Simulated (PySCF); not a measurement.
## Spinor energies of Cs⁵²⁺ (caesium, charge +52)

Start: [He] 2s1; 2s1/2 filled at m_j = +1/2. Calculated with PySCF 2.14 in an uncontracted even-tempered set (17 s from 32 bohr⁻², ratio 2.4; 12 p from 42 bohr⁻², ratio 2.4; 5 d from 130 bohr⁻², ratio 2.6; 4 f from 190 bohr⁻², ratio 2.6): generalised Hartree-Fock with the X2C-1e Hamiltonian and a Gaussian nucleus; one run each with spin-orbit coupling (SO) switched off, then screened by Boettger's factors.

```
spinor shell  electrons  ε, spin-free (eV)  ε, screened SO (eV)  weight of nominal j (screened SO)  rms radius, screened SO (bohr)
       1s1/2          2           -41622.7             -41622.7                              1.000                          0.0296
       2s1/2          1           -10217.9             -10217.9                              1.000                           0.114
```

```
   quantity    spin-free  screened SO
E (hartree)  -3495.33944  -3495.33944
        M_J          1/2          1/2
       ⟨J²⟩        0.750        0.750
       ⟨L²⟩        0.000        0.000
       ⟨S²⟩        0.750        0.750
```

Each row is a mean over spinors that exchange with the open shell spreads, by up to 40.542 eV (1s1/2).

Breit and QED terms are absent; they matter most for the inner s and p1/2 levels.

Densities and radii are taken from the X2C orbitals without a picture-change correction, which distorts them close to the nucleus.

Without spin-orbit coupling the j labels of p, d and f shells carry no meaning; the spin-free column gives the mean over the occupied spinors of each nl shell.
